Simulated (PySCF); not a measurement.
Spinor energies of Ne³⁺ (neon, charge +3)

Start: [He] 2s2 2p3; 2p1/2 filled at m_j = -1/2, +1/2; 2p3/2 filled at m_j = +3/2. Calculated with PySCF 2.14 in x2c-QZVPPall-2c: generalised Hartree-Fock with the X2C-1e Hamiltonian and a Gaussian nucleus; one run each with spin-orbit coupling (SO) switched off, then screened by Boettger's factors.

```csv
spinor shell,electrons,"ε, spin-free (eV)","ε, screened SO (eV)",weight of nominal j (screened SO),"rms radius, screened SO (bohr)"
1s1/2,2,-975.85,-975.85,1.000,0.182
2s1/2,2,-116.93,-116.93,1.000,0.869
2p1/2,2,-98.485,-98.513,0.507,0.824
2p3/2,1,-98.485,-98.428,1.000,0.825
```

| quantity | spin-free | screened SO |
| --- | --- | --- |
| E (hartree) | -124.24771 | -124.24775 |
| M_J | 3/2 | 3/2 |
| ⟨J²⟩ | 3.753 | 3.753 |
| ⟨L²⟩ | 0.000 | 0.000 |
| ⟨S²⟩ | 3.753 | 3.753 |

Each row is a mean over spinors that exchange with the open shell spreads, by up to 19.929 eV (2s1/2).

Rows whose weight is well below 1 are mixtures of j = l ± 1/2: exchange outweighs spin-orbit coupling there, and the label is only the starting occupation.

Without spin-orbit coupling the j labels of p, d and f shells carry no meaning; the spin-free column gives the mean over the occupied spinors of each nl shell.
